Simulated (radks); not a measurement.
The numbers below are computed, except where a source is named.
K+, 18 electrons, occupied as [Ar].

Level of theory: scalar-relativistic Kohn-Sham, PBE, spin-polarised, spherical densities, finite nucleus; Fermi nuclear charge, rms radius 3.4349 fm (a radial shooting solver on a logarithmic mesh with Libxc functionals).

Energy parts (hartree):
part                       energy
total                  -601.92737
kinetic                 605.54332
electron-nucleus      -1428.49813
Hartree                 254.27523
exchange-correlation    -33.24779

Orbitals (lengths in bohr, moments of r in powers of bohr; <r^-3> diverges for s and p1/2):
orbital  occ.  eigenvalue (hartree)      <r^4>      <r>  <r^-3>   <1/r>
1s          2             -129.6670  0.0002014  0.08105       -   18.72
2s          2             -13.21393    0.05661   0.3876       -   3.799
2p          6             -10.52073    0.04877   0.3505   154.9   3.701
3s          2              -1.52334      5.713    1.267       -   1.099
3p          6              -0.91447      10.59    1.426   14.49  0.9587

The highest occupied level is 3p at -24.884 eV. The electron density at the nucleus is 5212 e/bohr^3 (large components only). Summed over all electrons, <r^2> = 19.48 bohr^2, which gives a Langevin (diamagnetic) susceptibility term of -15.4 x 10^-6 cm^3/mol. The density falls to 0.001 e/bohr^3 at r = 3.31 bohr.
